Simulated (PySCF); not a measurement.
## Partial charges of `CC[P+](CC)(CC)[Al-]([CH3])([CH3])[CH3]`

C9H24AlP.
Geometry (PBE0-D3(BJ)/def2-SVP, Å), atoms numbered from 1 in this order:
```xyz
35
C9H24AlP angstrom
C     -1.0574   -1.5726    2.3190
C     -1.3798   -1.5564    0.8312
P     -0.7216   -0.0780   -0.0433
C     -1.3564   -0.2581   -1.7609
C     -0.7481   -1.4346   -2.5113
C     -1.6963    1.3200    0.6490
C     -1.3888    2.6577   -0.0092
Al     1.7547    0.2065    0.1115
C      1.9144    1.1740    1.8439
C      2.3595   -1.6897    0.0978
C      2.1050    1.2615   -1.5394
H      0.0266   -1.4940    2.4923
H     -1.4051   -2.5092    2.7801
H     -1.5427   -0.7431    2.8551
H     -0.9202   -2.4276    0.3369
H     -2.4674   -1.6175    0.6520
H     -2.4577   -0.3263   -1.7261
H     -1.1073    0.6850   -2.2738
H     -1.0197   -2.3989   -2.0561
H      0.3503   -1.3708   -2.5291
H     -1.1008   -1.4522   -3.5533
H     -2.7699    1.0712    0.5819
H     -1.4404    1.3617    1.7203
H     -0.3160    2.8942    0.0542
H     -1.9418    3.4693    0.4868
H     -1.6714    2.6699   -1.0726
H      2.9766    1.3773    2.0704
H      1.4064    2.1543    1.8466
H      1.5215    0.5999    2.7015
H      3.4633   -1.7326    0.1287
H      2.0548   -2.2478   -0.8045
H      2.0064   -2.2647    0.9722
H      1.6179    2.2521   -1.5414
H      1.7931    0.7422   -2.4627
H      3.1886    1.4495   -1.6461
```

Density: PBE0/pcSseg-1 (PySCF); schemes: Mulliken, IAO, Hirshfeld and ESP-fitted. Geometry: PBE0-D3(BJ)/def2-SVP, one conformer, isolated molecule.

Atoms with like bonding are taken together and averaged. At which atom do the 4 schemes differ most?

At Al8: from +0.365 (Hirshfeld) to +1.067 e (Mulliken), 0.702 e apart.

Which atoms carry the highest charge in the Mulliken, IAO, Hirshfeld and ESP-fitted schemes?

All schemes agree: Mulliken Al8 (+1.067); IAO Al8 (+0.784); Hirshfeld Al8 (+0.365); ESP-fitted Al8 (+1.044).

Which atoms carry the lowest charge in the Mulliken, IAO, Hirshfeld and ESP-fitted schemes?

All schemes agree: Mulliken C9/C10/C11 (-0.737); IAO C9/C10/C11 (-0.782); Hirshfeld C9/C10/C11 (-0.293); ESP-fitted C9/C10/C11 (-0.890).

What partial charge does each atom carry?

In e; atoms taken as equivalent share a row and are averaged (×n: the atom named and its like, n in all):

```csv
atom,environment,Mulliken,IAO,Hirshfeld,ESP-fitted
C1/C5/C7,methyl carbon,-0.291,-0.403,-0.107,-0.329
C2/C4/C6,sp3 carbon bound to phosphorus,-0.439,-0.432,-0.097,-0.153
P3,phosphorus bonded to Al and 3 C,+0.118,+0.723,+0.298,+0.408
Al8,aluminium bonded to 3 C and P,+1.067,+0.784,+0.365,+1.044
C9/C10/C11,methyl carbon,-0.737,-0.782,-0.293,-0.890
H12 (×9),methyl hydrogen,+0.136,+0.145,+0.046,+0.095
H15 (×6),methylene hydrogen,+0.159,+0.147,+0.046,+0.080
H27 (×9),methyl hydrogen,+0.115,+0.129,+0.016,+0.147
```

Mean size of the charges over all atoms: IAO 0.277 e, Mulliken 0.251 e, ESP-fitted 0.235 e, Hirshfeld 0.085 e. Each set sums to the total charge, 0, to within 0.001 e. The Mulliken scheme gives each basis function's population to the atom it is centred on and halves the overlap population of two atoms between them. The ESP scheme fits charges at the nuclei, held to the total charge, to the electrostatic potential on points at 1.4 to 2.0 times the van der Waals radii.

Some averages cover members that differ in this geometry: H15 (×6), ESP-fitted +0.060 to +0.100; H12 (×9), ESP-fitted +0.081 to +0.117; C2/C4/C6, ESP-fitted -0.171 to -0.137; H12 (×9), Mulliken +0.125 to +0.153 e.

How closely do the schemes follow one another over all atoms?

Correlation coefficient and root-mean-square difference: IAO with Hirshfeld 0.97, 0.235 e; Hirshfeld with ESP-fitted 0.96, 0.232 e; Mulliken with ESP-fitted 0.94, 0.116 e; Mulliken with IAO 0.94, 0.119 e; IAO with ESP-fitted 0.94, 0.120 e; Mulliken with Hirshfeld 0.92, 0.227 e.

How many electrons does the ESP-fitted scheme count on C7?

Its own charge is -0.321 e, so Z − q = 6.321.

These values come from a run that also computed NMR shieldings. The run took 2.1 min on one thread of an Arm Neoverse V1, shared host, and the process peaked at 1.9 GiB of memory.
